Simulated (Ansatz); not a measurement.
Total energies of C$_{2}$H$_{3}$GaS (`C#[C][GaH][SH]`).

Cartesian coordinates in Å:
```
C 1.1842 1.4239 0.9770
C 0.5729 0.4393 0.6343
Ga -0.3985 -1.1057 0.0763
S -1.5069 -0.9388 -1.8075
H 1.7247 2.2911 1.2822
H -0.4474 -2.4419 0.8614
H -1.1292 0.3321 -2.0236
```

Charge 0, multiplicity 1. Correlated methods include outer-core shells of Ga, which these sets cover unevenly. Scalar relativity is left out up to krypton. Geometry: relaxed with PBE0-D4/def2-TZVP. It is one conformer, not always the lowest. Basis def2-TZVPP, Ansatz 0.2.0.

RPA on PBE orbitals: Hartree–Fock energy of these orbitals -2398.22490 Eh, correlation -1.12780 Eh (frozen core).

```tsv
functional	energy without D4 (Eh)	D4 term (kJ/mol)
LDA (SPW92)	-2395.94166	–
LC-ωPBE	-2400.64275	–
```

Task: Give the same for PBE, revPBE, BLYP, r2SCAN, B97M-V, PBE0, B3LYP, r2SCANh, r2SCAN0, HSE06 (plane-wave form), BHLYP, CAM-B3LYP, ωB97X-V, ωB97M-V, B2PLYP, PBE-QIDH. (Estimate.)

Result: The calculation gave: 
| functional | energy without D4 (Eh) | D4 term (kJ/mol) |
| --- | --- | --- |
| PBE | -2400.50416 | -15.6 |
| revPBE | -2400.83951 | -40.2 |
| BLYP | -2401.11291 | -33.2 |
| r2SCAN | -2400.98795 | -3.6 |
| B97M-V | -2400.60777 | – |
| PBE0 | -2400.58136 | -13.3 |
| B3LYP | -2401.14581 | -25.4 |
| r2SCANh | -2400.97066 | -4.0 |
| r2SCAN0 | -2400.94618 | -4.4 |
| HSE06 (plane-wave form) | -2400.56895 | -12.6 |
| BHLYP | -2400.99782 | -22.3 |
| CAM-B3LYP | -2401.15696 | -13.8 |
| ωB97X-V | -2400.81103 | – |
| ωB97M-V | -2400.91646 | – |
| B2PLYP | -2400.51720 | – |
| PBE-QIDH | -2400.14749 | – |

B3LYP takes the VWN-RPA correlation (the form of Gaussian; ORCA's B3LYP/G). HSE06 is the plane-wave form, built on full-range PBE exchange. The double hybrids freeze the cores in their second-order part.

LC-ωPBE has ω = 0.4 bohr⁻¹.
